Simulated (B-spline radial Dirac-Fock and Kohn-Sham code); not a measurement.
Model: Dirac-Fock energy differences between relaxed states, corrected for Breit and QED terms. Program: an atomic code on a B-spline grid. Correlation and solid-state effects are left out.

Question: Identify the element and charge state from the binding energies below (tabulated ground configuration; the least bound level is included).

```
level  binding energy (eV)
   1s              49087.4
   2s              11053.5
2p1/2              10691.6
2p3/2              10114.1
```

Answer: Pm⁵¹⁺: Z = 61 with 10 electrons, [He] 2s2 2p6. The hydrogen-like estimate √(E/Ry) = 60.1 for the K level lies 0.9 below Z (screening lowers it, relativity raises it); the outermost level, at 10114.1 eV, fixes the charge.

Question: Identify the element and charge state from the binding energies below (tabulated ground configuration; the least bound level is included).

```
level  binding energy (eV)
    K              29777.5
   L1               6006.6
   L2               5717.6
   M1               2265.3
 M2,3               2128.5
```

Answer: In³³⁺: Z = 49 with 16 electrons, [Ne] 3s2 3p4. The hydrogen-like estimate √(E/Ry) = 46.8 for the K level lies 2.2 below Z (screening lowers it, relativity raises it); the outermost level, at 2128.5 eV, fixes the charge.

Values without a named source are computed, but for edge energies of neutral atoms, which are taken from tables.
